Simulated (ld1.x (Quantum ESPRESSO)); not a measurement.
neon (Ne): excitation energies, all-electron against ultrasoft

neon (Ne), ultrasoft, made with ld1.x (Quantum ESPRESSO) 7.5 (PBE, scalar-relativistic). Core [He], reference 2s2 2p6. Waves: 2s (bound): rcut 0.45, rcutus 0.55 bohr; 2s channel at -1.75 Ry: rcut 0.45, rcutus 0.55 bohr; 2p (bound): rcut 1.15, rcutus 1.55 bohr; 2p channel at 1.55 Ry: rcut 1.15, rcutus 1.55 bohr; 3d channel at 0.2 Ry: rcut 1.25, rcutus 1.40 bohr; 3d channel at 1.35 Ry: rcut 1.25, rcutus 1.40 bohr. Local part: all-electron potential smoothed inside 1.15 bohr (lloc = -1). Core correction: Bessel-smoothed model core inside 0.45 bohr. Augmentation charge: built from norm-conserving waves at rcut, not smoothed further.

Energies are relative to the spin-unpolarised reference configuration 2s2 2p6; without spin polarisation the order of configurations can differ from experiment.

```csv
valence configuration,charge,ΔE all-electron (eV),error AE − PS (meV)
2s2 2p5,+1,22.475,-623
2s2 2p4,+2,65.744,-2371
2s2 2p3,+3,133.174,-4293
2s1 2p6,+1,45.883,-815
2s2 2p2,+4,227.803,-4737
2s2 2p5.5,+0.5,8.868,-152
```

Levels in the configuration 2s1 2p6:

| level | all-electron (eV) | pseudo (eV) |
| --- | --- | --- |
| 2s | -55.856 | -57.667 |
| 2p | -32.417 | -34.067 |

A Bessel basis up to 400 Ry misses an occupied level by 0.33 Ry, so cutoffs and ghosts were not judged.
